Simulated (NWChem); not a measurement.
Species: tetrafluoroborate (BF₄ anion); SMILES [B-](F)(F)(F)F

```xyz
5

F      0.5593     0.9529    -0.8830
B      0.0000     0.0000     0.0000
F     -0.7155    -0.9680    -0.7426
F      1.0348    -0.6336     0.7268
F     -0.8785     0.6487     0.8988
```
Atoms are numbered in this order, from 1.

Computed with NWChem. Pople sets run with spherical d functions. Sets without diffuse functions describe the anion's extra electron poorly. Coordinates come from a B3LYP/def2-SVPD optimisation. B3LYP is NWChem's, with the RPA form of VWN correlation. Atomic charges in e: unrestrained fits to the electrostatic potential beside Mulliken populations; buried atoms are poorly determined by the fit.

For level Hartree-Fock/6-31G*:

| Item | Result |
|---|---|
| Mulliken F1 | -0.55 |
| Mulliken B2 | 1.19 |
| Mulliken F3 | -0.55 |
| Mulliken F4 | -0.55 |
| Mulliken F5 | -0.55 |

Problem. Estimate the same quantities for level B3LYP/def2-SVP.

Solution. The Mulliken F1 comes out as -0.30 and the Mulliken B2 is 0.20. The Mulliken F3 is -0.30, the Mulliken F4 is -0.30 and the Mulliken F5 is -0.30.
